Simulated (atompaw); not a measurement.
Pseudopotential generation for zinc: PAW (atompaw), PBE, scalar-relativistic.

| Item | Value |
| --- | --- |
| Element | Zn (Z = 30) |
| Generator | atompaw 4.2.0.5 |
| Type | PAW |
| Functional | PBE |
| Relativity | scalar-relativistic |
| Frozen core | [Ne] |
| Valence charge | 20 |
| Reference configuration | 3s2 3p6 3d10 4s2 4p0 |
| Partial waves | 3s (bound): rc 1.24 bohr; 4s (bound): rc 1.62 bohr; 3p (bound): rc 0.98 bohr; 4p (bound, empty): rc 1.82 bohr; 3d (bound): rc 1.82 bohr; 3d channel at -0.15 Ry: rc 1.82 bohr |
| Local potential | troulliermartins scheme with l = 3 at 0.5 Ry, radius 1.56 bohr |
| Core correction | smooth core density matched at 1.04 bohr |
| Augmentation charge | gaussian compensation charge, radius 1.56 bohr; PAW radius 1.82 bohr; waves and projectors: custom polynom2 7 10 vanderbiltortho |

All-electron outer shells of the reference configuration (PBE, scalar-relativistic, ld1.x):

```json
{"shell": "2s", "level (eV)": "-1158.33", "outermost node (bohr)": "0.07", "outermost maximum (bohr)": "0.19"}
{"shell": "2p", "level (eV)": "-1004.03", "outermost node (bohr)": "–", "outermost maximum (bohr)": "0.15"}
{"shell": "3s", "level (eV)": "-129.23", "outermost node (bohr)": "0.28", "outermost maximum (bohr)": "0.59"}
{"shell": "3p", "level (eV)": "-83.40", "outermost node (bohr)": "0.25", "outermost maximum (bohr)": "0.59"}
{"shell": "3d", "level (eV)": "-10.14", "outermost node (bohr)": "–", "outermost maximum (bohr)": "0.57"}
{"shell": "4s", "level (eV)": "-5.98", "outermost node (bohr)": "0.85", "outermost maximum (bohr)": "2.09"}
{"shell": "4p", "level (eV)": "-1.12", "outermost node (bohr)": "0.92", "outermost maximum (bohr)": "3.08"}
```

Question: Does the generator finish with these settings?

Answer: Yes, a potential is produced.

Question: Is the overlap operator S = 1 + Σ q|β⟩⟨β| positive definite (Bessel basis up to 400 Ry)?

Answer: Yes: its lowest eigenvalue is 0.58 (p channel).

A Bessel basis up to 400 Ry misses an occupied level by 0.09 Ry, so cutoffs and ghosts were not judged.
